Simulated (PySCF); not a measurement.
Electron correlation in Pt (platinum, neutral)

[Xe] 4f14 5d8 6s1 6p1, one real determinant (an excited configuration). Calculation: PySCF 2.14, in x2c-TZVPPall (11s7p7d3f1g, 97 functions); scalar relativity by spin-free X2C-1e. Frozen: [Xe] 4f14; 10 electrons correlated.

```json
{"level": "CCSD", "correlation energy (mhartree)": "-233.56"}
{"level": "(T)", "correlation energy (mhartree)": "-8.67"}
{"level": "CCSD(T)", "correlation energy (mhartree)": "-242.23"}
```

Diagnostics: T1 = 0.011, D1 = 0.0377, largest double amplitude 0.053.

The real determinant used has ⟨L²⟩ near 14 against 20 for a pure G term, so it mixes terms. Spin-orbit coupling, absent here, splits the open shell strongly.

Cost of the coupled-cluster step: about 19 core-seconds, for 10 correlated electrons.

The basis was made for the ground configuration and has no added diffuse functions, which can raise the energy of the promoted electron.

The reference is one real determinant that mixes LS terms of this configuration.
